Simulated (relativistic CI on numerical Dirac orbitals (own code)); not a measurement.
**Hyperfine structure of Cu+, mass number 63**

Computed by Dirac-Coulomb-Breit CI, separate exchange-only KLI orbitals for each configuration, a model potential for QED, valence Slater integrals scaled by 0.85, P86 correlation energy added to each configuration (own radial code, finite nucleus).

CI space (outside the closed core [Ar]): 3d¹⁰, 3d⁹4s, 3d⁹4p, 3d⁸4s², 3d⁹5s, 3d⁸4s4p, 3d⁹4d, 3d⁹5p, 3d⁹4f, 3d⁹5d, 3d⁹5f, 3d⁹5g, 3d⁸4s5s, 3d⁸4p². Levels of other configurations are missing.

Nuclear spin I = 3/2, μ = 2.2259 μN, Q = -0.22 b (tables of Stone and Pyykkö). The electronic factors are computed for point nuclear moments, without core polarisation; leaving it out makes A of s and p electrons in near-neutral atoms 20 to 40 % too small, and it can dominate for d and f shells.

```tsv
Level	E (cm⁻¹)	A (MHz)	B (MHz)
3d⁹4s ³D3	11660.1	2229	240
3d⁹4s ³D2	12590.2	772.5	130
3d⁹4s ³D1	13664.0	-24.71	86
3d⁹4s ¹D2	16310.7	2336	234
3d⁸4s² ³F4	51893.0	902.1	130
3d⁸4s² ³F3	53673.3	1199	96
3d⁹4p ³P°2	53718.2	656.6	95.3
3d⁸4s² ³F2	54845.3	1712	85.9
```

Levels with J = 0, under 50 % of one LS term, or S terms without an open s electron are left out. Small factors come from cancelling terms and can be off by tens of per cent or more.

Correlation outside the listed configurations is missing or only estimated: errors of thousands of cm⁻¹ between configurations and terms are usual at this charge. Rates and lifetimes follow the computed energies and can be off by large factors. The fine structure of a lone outer electron comes out too small, for d and f at times inverted, and misplaced configurations move strength between like terms. 13 of the 15 excited levels that our extract of the measured tables holds in this range could be paired (the sources list more); they are missed by 11939 cm⁻¹ on average and 13016 at most, and levels without a partner can miss by more.

Problem. Give the hyperfine levels of 3d⁹4s ³D3 relative to its centre of gravity.

Solution. With K = F(F + 1) − I(I + 1) − J(J + 1), E = AK/2 + B[¾K(K + 1) − I(I + 1)J(J + 1)]/[2I(2I − 1)J(2J − 1)]: F = 3/2: -13230, F = 5/2: -7836, F = 7/2: -119.9, F = 9/2: 10090 MHz.

LS names give the leading component of a level, which can be under half, so a name can repeat, a term be missing and a line seem to break the LS rules.
